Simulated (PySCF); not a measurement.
# Debugging a PySCF script (NaAs)

```python
from pyscf import gto, scf

mol = gto.M(
    atom='Na 0 0 0; As 0 0 2.888',
    basis='def2-svpd',
    charge=0,
    spin=2,
    verbose=4,
)
mf = scf.UHF(mol)
mf.level_shift = -0.2
mf.kernel()
mf.dip_moment()
print('orbital energies (hartree):', [e[max(0, n-3):n+3].round(4) for e, n in zip(mf.mo_energy, mol.nelec)])
```

```bash
$ OMP_NUM_THREADS=1 python input.py
```

The log, shortened:

```
[earlier lines left out]
level_shift factor = -0.2
DIIS = <class 'pyscf.scf.diis.CDIIS'>
SCF conv_tol = 1e-09
SCF max_cycles = 50
number electrons alpha = 23  beta = 21
init E= -2394.6467480775

cycle= 1 E= -2395.7025712721  delta_E= -1.06  |g|= 0.0909  |ddm|= 1.14
cycle= 2 E= -2395.57890390401  delta_E= 0.124  |g|= 0.244  |ddm|= 1.47
cycle= 3 E= -2395.68105411717  delta_E= -0.102  |g|= 0.0731  |ddm|=  1.8
cycle= 4 E= -2395.63954899495  delta_E= 0.0415  |g|= 0.163  |ddm|= 1.78
cycle= 5 E= -2395.65800655423  delta_E= -0.0185  |g|= 0.0747  |ddm|= 1.93
cycle= 6 E= -2395.65708686698  delta_E= 0.00092  |g|= 0.134  |ddm|=  1.9
cycle= 7 E= -2395.64896113995  delta_E= 0.00813  |g|= 0.0815  |ddm|= 1.94
cycle= 8 E= -2395.66031506054  delta_E= -0.0114  |g|= 0.126  |ddm|= 1.93
cycle= 9 E= -2395.64368083638  delta_E= 0.0166  |g|= 0.0867  |ddm|= 1.94
cycle= 10 E= -2395.65958976699  delta_E= -0.0159  |g|= 0.122  |ddm|= 1.94
[30 cycles left out]
cycle= 41 E= -2395.63201457649  delta_E= 0.0191  |g|= 0.104  |ddm|= 1.99
cycle= 42 E= -2395.65510031708  delta_E= -0.0231  |g|= 0.122  |ddm|= 1.98
cycle= 43 E= -2395.63384271475  delta_E= 0.0213  |g|= 0.103  |ddm|=    2
cycle= 44 E= -2395.65090616757  delta_E= -0.0171  |g|= 0.131  |ddm|= 2.01
cycle= 45 E= -2395.63566705788  delta_E= 0.0152  |g|= 0.103  |ddm|=    2
cycle= 46 E= -2395.64890349032  delta_E= -0.0132  |g|= 0.133  |ddm|= 2.01
cycle= 47 E= -2395.63569150645  delta_E= 0.0132  |g|= 0.105  |ddm|=    2
cycle= 48 E= -2395.64837221248  delta_E= -0.0127  |g|= 0.133  |ddm|=    2
cycle= 49 E= -2395.63498712894  delta_E= 0.0134  |g|= 0.106  |ddm|=    2
cycle= 50 E= -2395.64560934342  delta_E= -0.0106  |g|= 0.138  |ddm|= 2.01
SCF not converged.
SCF energy = -2395.64560934342 after 50 cycles  <S^2> = 2.0260989  2S+1 = 3.0173491
Dipole moment(X, Y, Z, Debye): -0.00000, -0.00000,  3.01909
orbital energies (hartree): [array([-0.3587, -0.3587, -0.3468, -0.1574, -0.1539, -0.1539]), array([-1.5638, -0.5997, -0.32  , -0.1856, -0.1856, -0.1536])]
```

Problem. Which setting is at fault, why, and what does a mended input give?

Solution. The level shift (hartree) (-0.2): a negative shift narrows the gap and lets the occupation swap. With this edit
```diff
- mf.level_shift = -0.2
```
the run finishes: E(SCF) = -2395.720009 Eh, 14 cycles, ⟨S²⟩ = 2.156, μz(SCF) = -7.17 D.

The bond length is a typed value, not an optimised one. No search for the lowest solution was made.
